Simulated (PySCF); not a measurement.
PySCF input file for 2,5-dihydro-1H-silole (C4H8Si), SMILES C1=CC[SiH2]C1, HF/pcSseg-1. Coordinates come from a PBE0-D3(BJ)/def2-SVP optimisation. Other conformers were not sampled.

```python
import numpy as np
from pyscf import gto, scf, dft
from pyscf.prop.nmr import rhf as nmr

mol = gto.M(
    atom='''
    C     1.35985158    0.00152811   -0.67048166
    C     1.35985158    0.00152812    0.67048166
    C     0.04927762   -0.00314619    1.41439478
    Si   -1.22391577    0.00174673    0.00000000
    C     0.04927762   -0.00314619   -1.41439479
    H     2.30200171    0.00444200   -1.23056010
    H     2.30200171    0.00444199    1.23056011
    H    -0.04404658    0.87451847    2.07702863
    H    -0.04209922   -0.88765251    2.06827216
    H    -2.09715753    1.21606314    0.00000000
    H    -2.10928389   -1.20371628    0.00000000
    H    -0.04209923   -0.88765251   -2.06827216
    H    -0.04404658    0.87451848   -2.07702864
    ''',
    basis='pcSseg-1',
    charge=0,
    spin=0,
    max_memory=1600,
    verbose=3,
)
mf = scf.RHF(mol)
mf.conv_tol = 1e-10
mf.max_cycle = 100
mf.kernel()
n = nmr.NMR(mf)
n.verbose = 2
n.max_cycle_cphf = 60
sigma = n.kernel()
print('atom   isotropic/ppm   span/ppm')
for i, s in enumerate(sigma):
    w = np.linalg.eigvalsh((s + s.T) / 2)
    print(f'{mol.atom_symbol(i):2s}{i + 1:3d} {w.mean():14.3f} {w[2] - w[0]:11.3f}')
```

Output:

```
converged SCF energy = -445.000261547096
atom   isotropic/ppm   span/ppm
C   1         50.398     232.322
C   2         50.398     232.322
C   3        181.377      30.089
Si  4        419.086      88.196
C   5        181.377      30.089
H   6         25.648       5.336
H   7         25.648       5.336
H   8         30.362      12.110
H   9         30.361      12.109
H  10         27.659       8.967
H  11         27.653       8.947
H  12         30.361      12.109
H  13         30.362      12.110
```

Self-consistency was reached.

Cost: very roughly 30 core-seconds.
